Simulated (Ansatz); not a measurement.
`C[CH2][InH2]` + `C[S][AlH][OH]` → `C[S][AlH][O][InH2]` + ethane  (ligand exchange at the In–C bond)

Calculated with Ansatz (gas phase, PBE0-D4/def2-TZVP geometries, no zero-point term in ΔE). CCSD(T)/CBS is the MP2 limit (def2-TZVPP, def2-QZVPP) plus CCSD(T) − MP2 in def2-TZVPP, frozen cores. This one scheme is used for every species. DFT in def2-TZVPP. def2 core potentials past Kr. For In outer-core shells are correlated without core-valence functions, which leaves a few kJ/mol of doubt a bond. Each species was taken in one conformer, which may not be the lowest.

`C[CH2][InH2]`:

Cartesian coordinates in Å:
```
C 0.418 0.416 1.247
C 0.042 0.673 -0.206
In -0.543 -1.076 -1.339
H 0.702 1.339 1.764
H 1.262 -0.274 1.333
H -0.409 -0.026 1.809
H 0.872 1.138 -0.749
H -0.786 1.386 -0.277
H -0.998 -0.943 -3.005
H -0.561 -2.633 -0.576
```

`C[S][AlH][OH]`:

Cartesian coordinates in Å:
```
C -0.462 -1.714 -0.035
S 0.549 -0.513 -0.961
Al 0.204 1.277 0.220
O 0.926 2.747 -0.199
H -0.943 -1.257 0.830
H -1.229 -2.113 -0.698
H 0.180 -2.525 0.303
H -0.731 1.220 1.486
H 1.506 2.878 -0.946
```

`C[S][AlH][O][InH2]`:

Cartesian coordinates in Å:
```
C 1.714 -1.373 0.478
S 1.667 -1.219 -1.337
Al -0.012 0.135 -1.634
O -0.858 0.718 -0.315
In -2.161 1.619 0.866
H 0.947 -0.756 0.945
H 2.695 -1.058 0.832
H 1.553 -2.416 0.749
H -0.377 0.532 -3.119
H -3.611 0.733 1.037
H -1.556 3.086 1.497
```

`CC`:

Z-matrix (Å, degrees):
```
C
C 1 1.519
H 1 1.093 2 111.4
H 1 1.093 2 111.4 3 120.0
H 1 1.093 2 111.4 3 -120.0
H 2 1.093 1 111.4 3 180.0
H 2 1.093 1 111.4 3 -60.0
H 2 1.093 1 111.4 3 60.0
```

(1) Is it downhill or uphill in electronic energy at CCSD(T)/CBS, and by how much? (Best estimate.)

(2) What do these levels give: PBE-D4, r2SCANh-D4, BHLYP-D4, CAM-B3LYP-D4, CAM-B3LYP, MP2/def2-QZVPP? (Best estimate.)

(3) What do rigid-rotor, harmonic-oscillator terms from PBE0-D4/def2-TZVP frequencies (298.15 K, 1 bar) make of the CCSD(T)/CBS value? (Best estimate.)

Largest T1 diagnostic among the species: 0.015.

Results:

(1) Ansatz gave: Downhill: ΔE = -0.95 eV.

(2) Ansatz gave: PBE-D4 -0.87, r2SCANh-D4 -0.95, BHLYP-D4 -1.00, CAM-B3LYP-D4 -0.99, CAM-B3LYP -0.99, MP2/def2-QZVPP -0.94 eV.

(3) Ansatz gave: ΔZPE = +0.03 eV, ΔH = -0.91 eV, ΔS = 2 J/(mol·K), ΔG = -0.91 eV. Modes under 50 cm⁻¹ make the entropy rough.

At CCSD(T), def2-SVP lies −0.16 eV from the extrapolated value and def2-TZVPP +0.02 eV. Leaving LDA and LC-ωPBE aside and taking each functional with its dispersion term where it has one, the values, not all of them listed here, spread over 0.17 eV, from B97M-V to HSE06-D4. LDA lies +0.06 eV from PBE without D4. In def2-TZVPP, CCSD(T) changes the Hartree–Fock value by +0.14 eV (the triples alone add +0.00 eV) and MP2 by +0.15 eV.
